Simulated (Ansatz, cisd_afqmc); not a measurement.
System: F, charge 1, triplet.

Total energies in aug-cc-pVDZ, 6 correlated electrons, 1 frozen orbitals. Radicals and triplets start from unrestricted determinants; spin-orbit coupling is neglected. Correlated methods leave the cores frozen. No relativity. AFQMC/CISD: phaseless, guided by CISD from CCSD amplitudes; bars are statistical, one sigma. Outlying blocks are dropped, and bars are widened where a walk drifts. Over all cases where full CI ran beside it in this data, AFQMC minus full CI had a median of +0.1 mEh and passed +0.4 mEh in a tenth of the cases. Full CI freezes restricted core orbitals and the other rows unrestricted ones, which leaves a small offset even where coupled cluster is exact.

| method | program | energy (Eh) | error against FCI (mEh) |
|---|---|---|---|
| HF | Ansatz | -98.80166 | 119.49 |
| MP2 | Ansatz | -98.90483 | 16.32 |
| CCSD | Ansatz | -98.91988 | 1.27 |
| CCSD(T) | Ansatz | -98.92110 | 0.05 |
| CCSDT(Q) | Ansatz | -98.92126 | -0.11 |
| CCSDTQ | Ansatz | -98.92126 | -0.11 |
| AFQMC/CISD | cisd_afqmc | -98.9212 ± 0.0001 | 0.0 ± 0.1 |
| FCI | Ansatz | -98.92115 | 0.00 |

Ansatz is an electronic-structure program.
